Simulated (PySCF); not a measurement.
A GIAO shielding run with PySCF 2.14 (density fitting, non-relativistic, gas phase) on `[C@@H]1(CCl)C=CCC[Si@@H]1Cl`, C₆H₁₀Cl₂Si:

```
$ OMP_NUM_THREADS=1 python probes_run.py task.json out

{"job": {"kind": "nmr", "xc": "PBE0", "basis": "pcSseg-1"}, "charge": 0, "multiplicity": 1}
Cl     3.589493    -0.426135     0.951691
C      2.378705     0.168999    -0.224797
C      1.022188     0.396289     0.425999
C      0.454165    -0.908651     0.913442
C     -0.751608    -1.410232     0.700043
C     -1.877132    -0.819431    -0.096368
C     -1.868480     0.710071    -0.158375
Si    -0.173545     1.321719    -0.746691
Cl     0.148881     0.765048    -2.663251
H      2.317964    -0.580522    -1.013186
H      2.783814     1.095732    -0.630759
H      1.189428     1.024796     1.309275
H      1.150444    -1.485340     1.509922
H     -0.975201    -2.381540     1.123566
H     -2.823251    -1.161694     0.331584
H     -1.826013    -1.223918    -1.113371
H     -2.077369     1.103983     0.836412
H     -2.675074     1.048854    -0.808484
H      0.002789     2.771222    -0.654111
```

Hardware: 1 thread of an Intel Xeon, shared host. The job also computes population analyses, field gradients, ring-centre shieldings.

Problem. How large is the calculation?

Solution. 94 electrons, 224 basis functions and 1229 auxiliary functions.

Problem. How long does it take, and how much memory does it need?

Solution. 2.3 min of wall time, with 13 SCF cycles and 5 response iterations; peak memory 1.1 GiB. Times on a shared host scatter by some tens of per cent.
